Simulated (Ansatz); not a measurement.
H4SeSiZn (SMILES [SiH3][Zn][SeH]), singlet, geometry from GFN2-xTB (such geometries of metal compounds can be far from the true shape).

Ansatz (a program for electronic structure) was given this input:
Ansatz 0.2 input:
```yaml
crystal:
  periodic: [false, false, false]
  atoms:
    - {symbol: Zn, position_ang: [0.31078829, -0.36930909, 0.53547553]}
    - {symbol: Se, position_ang: [0.27215925, 1.16651006, -1.38345545]}
    - {symbol: H, position_ang: [1.60353104, 1.60247105, -1.60242481]}
    - {symbol: Si, position_ang: [-1.12602544, -1.72286875, 1.86569094]}
    - {symbol: H, position_ang: [-2.02321968, -2.49166581, 0.99462939]}
    - {symbol: H, position_ang: [-1.96476997, -0.89303153, 2.73731088]}
    - {symbol: H, position_ang: [-0.42824847, -2.67968061, 2.72403095]}
basis:
  gaussian:
    orbitals: def2-SV_P_.json
hamiltonian:
  xc: pbe0
```
The basis file holds def2-SV(P) in the JSON format of the Basis Set Exchange.

Problem. What is the computed total energy (PBE0/def2-SV(P) (Ansatz))?

Solution. -4471.5521 Eh

Problem. What is the computed number of basis functions (PBE0/def2-SV(P))?

Solution. 82
